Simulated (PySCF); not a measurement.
**Ge: excitation energy**

Ge [Ar] 3d10 4s2 4p2 (3P) → Ge [Ar] 3d10 4s2 4p1 5s1 (3P), as a difference of total energies. All numbers are calculated (PySCF 2.14, the spin-free X2C one-electron Hamiltonian (Gaussian nucleus), in aug-cc-pVTZ-DK (7s6p4d2f, 59 functions)). Correlated levels: valence: [Ar] 3d10 frozen. The calculations carry no spin-orbit coupling.

| method | excitation energy (eV) | error (eV) |
| --- | --- | --- |
| UHF | 4.495 | -0.153 |
| LDA | 4.596 | -0.052 |
| PBE | 4.518 | -0.130 |
| PBE0 | 4.619 | -0.029 |
| r2SCAN | 4.831 | +0.183 |
| wB97X-V | 4.672 | +0.024 |
| M06-2X | 4.537 | -0.111 |
| MN15 | 4.796 | +0.148 |
| r2SCAN0 | 4.833 | +0.185 |
| MP2 (valence) | 4.649 | +0.001 |
| SCS-MP2 (valence) | 4.623 | -0.025 |

Reference: 4.648 eV (measured; NIST levels, between the centres of gravity of the two terms).

Errors of the correlated levels include the incompleteness of this basis and the frozen core.
